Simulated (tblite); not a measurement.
Compound: C6H11FO2Si.
SMILES with atom numbers: `[F:1][C@@H:2]1[CH2:3][C@@H:4]1[CH2:5][O:6][C@@H:7]1[O:8][CH2:9][SiH2:10]1` (hydrogens: H11 on C2; H12, H13 on C3; H14 on C4; H15, H16 on C5; H17 on C7; H18, H19 on C9; H20, H21 on Si10)

Computed with GFN2-xTB (tblite), gas phase: L-BFGS steps from a force-field or distance-geometry start until the largest atomic force falls under 0.01 eV/Å.

Step 15: E = -897.4229 eV
```
atom  x, y, z in Å  |  force x, y, z in eV/Å
F1      3.6129   -1.1155   -0.1091    0.101  -0.004  -0.029
C2      2.9067   -0.3591   -0.9987   -0.009  -0.046   0.037
C3      2.2951    0.9042   -0.4914    0.067   0.032   0.005
C4      1.4263   -0.2886   -0.7882   -0.001   0.021  -0.010
C5      0.8187   -1.1198    0.3321    0.012  -0.014   0.030
O6     -0.5718   -0.9759    0.4313   -0.019  -0.086  -0.046
C7     -1.0561    0.3043    0.8160   -0.005   0.049  -0.075
O8     -1.9291    0.2068    1.9222    0.094  -0.099   0.011
C9     -3.2044    0.0349    1.2763   -0.030  -0.010   0.000
Si10   -2.5105    0.7092   -0.3789    0.002   0.069  -0.129
H11     3.3626   -0.4221   -1.9797   -0.058  -0.025   0.019
H12     2.2746    1.7508   -1.1591   -0.045   0.033   0.016
H13     2.4879    1.1544    0.5402   -0.039  -0.001   0.035
H14     0.7985   -0.2387   -1.6676   -0.020  -0.043  -0.058
H15     0.9758   -2.1817    0.1123   -0.014   0.010   0.046
H16     1.3067   -0.8818    1.2859    0.032   0.011   0.025
H17    -0.2229    0.9622    1.0636    0.026   0.098   0.000
H18    -3.9659    0.5992    1.8144   -0.010   0.009   0.046
H19    -3.4776   -1.0226    1.2738   -0.062  -0.023   0.004
H20    -2.5622   -0.1300   -1.5712   -0.007  -0.004   0.040
H21    -2.7743    2.1268   -0.6127   -0.016   0.024   0.033
```

Step 16: E = -897.4253 eV
```
atom  x, y, z in Å  |  force x, y, z in eV/Å
F1      3.6209   -1.1144   -0.1114    0.065   0.018  -0.053
C2      2.9079   -0.3604   -0.9990   -0.003  -0.001   0.034
C3      2.2946    0.9038   -0.4908    0.070  -0.013  -0.002
C4      1.4271   -0.2914   -0.7874    0.012   0.020  -0.015
C5      0.8173   -1.1219    0.3345    0.029   0.026  -0.015
O6     -0.5740   -0.9771    0.4270    0.024  -0.015  -0.027
C7     -1.0562    0.3049    0.8156    0.004   0.017  -0.061
O8     -1.9258    0.2006    1.9244    0.038  -0.067  -0.058
C9     -3.2035    0.0348    1.2783   -0.007  -0.003  -0.017
Si10   -2.5119    0.7125   -0.3793    0.013   0.044  -0.062
H11     3.3624   -0.4180   -1.9822   -0.071  -0.040   0.055
H12     2.2716    1.7512   -1.1596   -0.038   0.000   0.055
H13     2.4878    1.1503    0.5426   -0.045   0.010  -0.003
H14     0.8018   -0.2417   -1.6699   -0.010  -0.052  -0.018
H15     0.9777   -2.1836    0.1172   -0.022   0.010   0.051
H16     1.3041   -0.8785    1.2884    0.009  -0.004   0.011
H17    -0.2228    0.9649    1.0636    0.001   0.049  -0.014
H18    -3.9653    0.6006    1.8148    0.008   0.003   0.059
H19    -3.4794   -1.0221    1.2729   -0.061  -0.014   0.006
H20    -2.5645   -0.1266   -1.5710   -0.006  -0.010   0.034
H21    -2.7787    2.1291   -0.6170   -0.011   0.021   0.039
```

Step 17: E = -897.4270 eV
```
atom  x, y, z in Å  |  force x, y, z in eV/Å
F1      3.6268   -1.1137   -0.1134    0.039   0.024  -0.055
C2      2.9083   -0.3614   -0.9982    0.014   0.024   0.018
C3      2.2956    0.9036   -0.4904    0.039  -0.030   0.001
C4      1.4276   -0.2923   -0.7871    0.012   0.003  -0.010
C5      0.8169   -1.1227    0.3358    0.034   0.046  -0.036
O6     -0.5749   -0.9782    0.4241    0.053   0.052  -0.016
C7     -1.0559    0.3056    0.8140    0.014  -0.011  -0.041
O8     -1.9229    0.1953    1.9244   -0.012  -0.036  -0.098
C9     -3.2030    0.0346    1.2791    0.009   0.001  -0.029
Si10   -2.5125    0.7153   -0.3808    0.012   0.015   0.012
H11     3.3604   -0.4169   -1.9827   -0.066  -0.044   0.054
H12     2.2692    1.7517   -1.1591   -0.024  -0.016   0.071
H13     2.4866    1.1483    0.5442   -0.043   0.014  -0.024
H14     0.8035   -0.2443   -1.6719    0.008  -0.052   0.018
H15     0.9784   -2.1845    0.1206   -0.019   0.008   0.048
H16     1.3032   -0.8768    1.2900   -0.009  -0.008  -0.003
H17    -0.2229    0.9682    1.0628   -0.023   0.003  -0.028
H18    -3.9647    0.6015    1.8160    0.033  -0.006   0.058
H19    -3.4818   -1.0222    1.2723   -0.054   0.005   0.003
H20    -2.5658   -0.1253   -1.5702   -0.006  -0.018   0.017
H21    -2.7812    2.1312   -0.6182   -0.010   0.025   0.038
```

Step 18: E = -897.4288 eV
```
atom  x, y, z in Å  |  force x, y, z in eV/Å
F1      3.6343   -1.1125   -0.1167    0.019   0.019  -0.039
C2      2.9093   -0.3622   -0.9972    0.022   0.040   0.003
C3      2.2973    0.9029   -0.4900   -0.014  -0.041   0.006
C4      1.4285   -0.2934   -0.7870    0.024  -0.015   0.003
C5      0.8172   -1.1227    0.3367    0.031   0.047  -0.036
O6     -0.5748   -0.9784    0.4205    0.067   0.103  -0.014
C7     -1.0554    0.3062    0.8113    0.020  -0.033  -0.021
O8     -1.9200    0.1890    1.9227   -0.053  -0.003  -0.108
C9     -3.2028    0.0344    1.2793    0.014   0.003  -0.036
Si10   -2.5129    0.7186   -0.3822    0.001  -0.011   0.072
H11     3.3573   -0.4163   -1.9825   -0.046  -0.045   0.020
H12     2.2661    1.7519   -1.1570   -0.005  -0.017   0.067
H13     2.4846    1.1464    0.5456   -0.035   0.017  -0.024
H14     0.8054   -0.2482   -1.6737    0.025  -0.047   0.045
H15     0.9788   -2.1853    0.1256   -0.012   0.007   0.036
H16     1.3019   -0.8750    1.2917   -0.019  -0.006  -0.015
H17    -0.2233    0.9715    1.0618   -0.042  -0.035  -0.041
H18    -3.9633    0.6022    1.8186    0.061  -0.014   0.048
H19    -3.4854   -1.0220    1.2719   -0.045   0.025  -0.004
H20    -2.5674   -0.1240   -1.5690   -0.006  -0.023   0.000
H21    -2.7843    2.1339   -0.6190   -0.007   0.028   0.038
```

**Question.** Estimate the geometry and energy of step 19. (The exact step hangs on the optimiser's Hessian estimate; all steps are aligned on step 18, rigid shifts and turns removed.)

**Answer.** E = -897.4311 eV, largest force 0.138 eV/Å
```
atom  x, y, z in Å  |  force x, y, z in eV/Å
F1      3.6453   -1.1102   -0.1224    0.001   0.008  -0.006
C2      2.9113   -0.3623   -0.9962    0.039   0.037  -0.019
C3      2.2990    0.9010   -0.4892   -0.070  -0.024   0.018
C4      1.4309   -0.2959   -0.7868    0.028  -0.041   0.016
C5      0.8183   -1.1223    0.3373    0.025   0.030  -0.017
O6     -0.5738   -0.9769    0.4146    0.064   0.120  -0.023
C7     -1.0546    0.3066    0.8075    0.014  -0.040  -0.005
O8     -1.9171    0.1809    1.9192   -0.076   0.029  -0.084
C9     -3.2026    0.0344    1.2792    0.007   0.002  -0.039
Si10   -2.5137    0.7230   -0.3828   -0.019  -0.029   0.098
H11     3.3534   -0.4152   -1.9825   -0.016  -0.040  -0.036
H12     2.2614    1.7518   -1.1527    0.015  -0.006   0.046
H13     2.4817    1.1435    0.5470   -0.023   0.018  -0.009
H14     0.8087   -0.2551   -1.6752    0.038  -0.037   0.063
H15     0.9790   -2.1864    0.1338   -0.003   0.008   0.017
H16     1.2988   -0.8721    1.2940   -0.017   0.002  -0.019
H17    -0.2243    0.9742    1.0604   -0.049  -0.058  -0.049
H18    -3.9603    0.6030    1.8234    0.084  -0.016   0.034
H19    -3.4910   -1.0210    1.2713   -0.035   0.039  -0.017
H20    -2.5702   -0.1217   -1.5677   -0.005  -0.024  -0.009
H21    -2.7894    2.1377   -0.6207   -0.001   0.021   0.042
```

The energy changes by -0.0023 eV. The first-order estimate −F·Δx gives -0.0031 eV and the mean of the old and new forces, exact on a quadratic surface, -0.0023 eV. The step makes an angle of 67° with the force vector and moves no atom by more than 0.013 Å.

The cost below is that of the whole relaxation. Hardware: Arm Neoverse N1, one thread, no GPU, shared host. Cost: 2.6 s wall.
